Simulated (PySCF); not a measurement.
C4H5FSi, SMILES C#C/C=C\[SiH2]F.

Geometry: ωB97X-D3(BJ)/def2-SVP. The structure was generated by enumeration; whether it is a known compound was not checked. Other conformers were not sampled.

Level of theory: PBE/def2-TZVP (PySCF).

The molecule is in vacuum.

Computed frontier levels, gap, dipole moment and polarisability:
```yaml
highest_occupied_level: -6.50 eV
lowest_empty_level: -2.54 eV
orbital_gap: 3.97 eV
dipole_moment: 1.78 D
quadrupole, principal values (traceless, Buckingham form, about the centre of nuclear charge): -5.74, -3.58, 9.32 D·Å
mean_static_polarisability: 72.3 bohr³ (10.71 Å³)
polarisability_principal_values: 49.1, 70.2, 97.5 bohr³
```
